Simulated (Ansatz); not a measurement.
Gas-phase electronic energies from Ansatz, PBE0-D4/def2-TZVP geometries. CCSD(T)/CBS adds triple-zeta CCSD(T) − MP2 to the extrapolated MP2 energy (def2 sets, frozen cores). This one scheme is used for every species. Functionals use def2-TZVPP. One conformer a species, not always the lowest.

Consider the substitution at a C–C bond: `C#CC[SiH2]C` + `[AlH2][SH]` → `C[SiH2]C[S][AlH2]` + `C#C`.

| level | ΔE (kcal/mol) |
| --- | --- |
| PBE-D4 | 18.2 |
| r2SCAN-D4 | 18.9 |
| PBE0-D4 | 18.7 |
| ωB97M-V | 17.5 |
| PBE | 19.4 |
| PBE0 | 19.8 |
| HF/def2-TZVPP | 23.1 |
| MP2/def2-TZVPP | 17.4 |

Q: What does CCSD(T)/CBS give? (Estimate.)

A: Computed: +16.9 kcal/mol. The listed levels differ from it by 1.3, 2.0, 1.8, 0.6, 2.5, 2.9, 6.2, 0.5 kcal/mol.

Largest T1 diagnostic among the species: 0.013.

The D4 term adds −2.1 kcal/mol with B3LYP and −1.1 kcal/mol with PBE0; it sums over pairs of atoms, weighted by their polarisabilities, and B3LYP, whose exchange is more repulsive, gets the larger term. In def2-TZVPP, CCSD(T) changes the Hartree–Fock value by −5.3 kcal/mol (the triples alone add −1.0 kcal/mol) and MP2 by −5.7 kcal/mol.

B3LYP here is the variant with VWN-RPA as its local correlation; programs differ in this.
